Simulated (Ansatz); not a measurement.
BH4OS2Sb (`O[BH][Sb]([SH])[SH]`), relaxed with RKS PBE-D4/def2-SVP in Ansatz 0.2.0 from a rough embedded geometry. The force threshold is 0.03 eV/Å; the program also tests the step.

The species carries charge 0 and has multiplicity 1. Sb: def2 effective core potential.

Start:

```xyz
9

O     1.400    0.202    1.651
B     0.634   -0.647    0.825
Sb   -1.483   -0.144    0.422
S    -1.662   -1.719   -1.397
S    -0.880    1.716   -1.002
H     1.841    0.901    1.008
H     1.089   -1.629    0.384
H    -0.444   -1.215   -1.983
H    -0.494    2.536    0.093
```

```csv
step,energy (eV),largest force (eV/Å),largest move (Å)
1,-30976.4742,2.683,0.000
2,-30976.8729,1.440,0.195
3,-30977.0891,1.843,0.193
4,-30977.2311,2.728,0.197
5,-30977.4561,1.428,0.200
6,-30977.5732,0.292,0.195
7,-30977.6227,0.304,0.197
8,-30977.6427,0.357,0.187
9,-30977.6537,0.210,0.094
10 (rejected),-30977.6481,0.275,0.183
11,-30977.6698,0.149,0.091
12,-30977.6756,0.142,0.051
13,-30977.6860,0.439,0.146
14,-30977.6908,0.484,0.048
15,-30977.7054,0.345,0.120
16,-30977.7054,0.377,0.198
17,-30977.7251,0.272,0.076
18,-30977.7312,0.136,0.046
19,-30977.7350,0.115,0.071
20,-30977.7374,0.034,0.044
21,-30977.7377,0.030,0.012
22,-30977.7379,0.023,0.007
```

End:

```xyz
9

O     1.122    0.411    1.597
B     0.554   -0.003    0.396
Sb   -1.735   -0.293    0.402
S    -1.863   -1.773   -1.540
S    -0.306    1.594   -0.747
H     2.094    0.418    1.539
H     1.144   -0.673   -0.442
H    -0.544   -2.126   -1.517
H    -0.467    2.445    0.310
```

It took 44 s on 4 threads of a server CPU on a shared host, with 0.18 GiB of host memory at the peak.
